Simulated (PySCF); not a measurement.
Ligands exchanged one at a time, Ga NH2-H. All species are isolated molecules in the gas phase. One relaxed conformer stands for each flexible species; it need not be the lowest. Strings in code marks are SMILES.

These are PBE-D3(BJ)/def2-TZVP // PBE0-D3(BJ)/def2-TZVP run with PySCF values and carry that method's errors. All candidates: neutral, multiplicity 1. 

```yaml
HOMO: -7.35 eV
HOMO–LUMO gap: 4.70 eV
LUMO: -2.65 eV
```

Problem. Which member has these values?
A. `[NH2][Ga]([NH2])[NH2]`
B. `[NH2][GaH][NH2]`
C. `[NH2][GaH2]`
D. `[GaH3]`

Solution. D, `[GaH3]`. The others give `[NH2][GaH][NH2]`: -5.31 eV, 4.87 eV, -0.44 eV; `[NH2][Ga]([NH2])[NH2]`: -5.31 eV, 4.64 eV, -0.67 eV; `[NH2][GaH2]`: -6.09 eV, 4.60 eV, -1.49 eV
